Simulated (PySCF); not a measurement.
Work out the structure from these simulated measurements.

Formula: C8H6N2.

| Property | Result |
| --- | --- |
| Triplet | lowest triplet excitation (Tamm–Dancoff): 3.20 eV [TDA PBE0/def2-SVPD] |
| 1H NMR | chemical shifts (computed TMS as zero) by class: 8.00 (1 H), 7.94 (1 H), 7.92 (1 H), 7.80 (1 H), 7.42 (1 H), 7.40 (1 H) ppm [GIAO PBE0/pcSseg-1] |
| UV, first state | lowest singlet excitation: 4.07 eV (304 nm, f = 0.064) [TDDFT PBE0/def2-SVPD] |
| Dipole | 3.73 D [PBE0/def2-SVPD] |
| 13C NMR | chemical shifts (computed TMS as zero) by class: 161.8 (1 C), 160.0 (1 C), 140.8 (1 C), 138.4 (1 C), 129.3 (1 C), 128.3 (1 C), 123.6 (1 C), 102.0 (1 C) ppm [GIAO PBE0/pcSseg-1] |
| Polarisability | 105.1 au [PBE0/def2-SVPD] |
| Rotational structure | rotational constants A, B, C: 2.256, 1.320, 0.848 GHz [GFN2-xTB] |
| UV, strongest line | among the 6 lowest singlet transitions: S6 at 6.19 eV (200 nm, f = 0.440) [TDDFT PBE0/def2-SVPD] |

The electronic properties come from PySCF, for the isolated species, density fitting. Levels stand in brackets. Geometry: GFN2-xTB, one conformer, isolated molecule. NMR classes are plain means over equivalent atoms (diastereotopic ones count apart unless rotation or inversion swaps them), as if these changed places fast.

Question: Give a SMILES that accounts for the data.

Answer: Numbering: `[CH2:1]=[N:2][c:3]1[cH:4][cH:5][cH:6][cH:7][c:8]1[C:9]#[N:10]`. Its formula, C8H6N2, gives 7 degrees of unsaturation: 1 ring and 6 π bonds in the structure found (Kekulé form). 8 carbons fall into 8 classes; from least to most shielded: imine carbon [C1] (161.8 ppm), aromatic carbon bearing nitrogen [C3] (160.0 ppm), aromatic CH carbon [C7] (140.8 ppm), aromatic CH carbon [C5] (138.4 ppm), aromatic CH carbon [C6] (129.3 ppm), aromatic CH carbon [C4] (128.3 ppm), nitrile carbon [C9] (123.6 ppm), substituted aromatic carbon [C8] (102.0 ppm). Hydrogen classes from least to most shielded: 1 H on an imine carbon, C1 (8.00 ppm), 1 H on an aromatic CH carbon, C7 (7.94 ppm), 1 H on an imine carbon, C1 (7.92 ppm), 1 H on an aromatic CH carbon, C5 (7.80 ppm), 1 H on an aromatic CH carbon, C4 (7.42 ppm), 1 H on an aromatic CH carbon, C6 (7.40 ppm). S1 is mainly HOMO→LUMO (weight 0.74); the largest Löwdin shares of the orbital it empties are 0.28 on the imine nitrogen, 0.14 on an aromatic CH carbon, 0.12 on the aromatic carbon bearing nitrogen and 0.09 on the substituted aromatic carbon, of the orbital it fills 0.18 on the imine carbon, 0.14 on the imine nitrogen, 0.11 on the substituted aromatic carbon and 0.11 on the aromatic carbon bearing nitrogen. The optimised geometry has point group C1 and is an asymmetric top. Structure: `C=Nc1ccccc1C#N`. Computed isomers that give other values at the same levels: `c1ccc2cnncc2c1` (13C chemical shifts (computed TMS as zero) by class: 154.4 (2 C), 136.9 (2 C), 132.0 (2 C), 129.8 (2 C) ppm); `c1cnc2ccncc2c1` (static isotropic polarisability: 103.3 au); `c1cnc2ncccc2c1` (13C chemical shifts (computed TMS as zero) by class: 160.0 (1 C), 158.8 (2 C), 143.1 (2 C), 126.5 (1 C), 126.5 (2 C) ppm). The assignments are read from this structure; whether some other isomer fits the data as well wasn't checked.

Conformer computed: `[CH2:1]=[N:2][c:3]1[cH:4][cH:5][cH:6][cH:7][c:8]1[C:9]#[N:10]`: C1–N2–C3–C4 -131°.
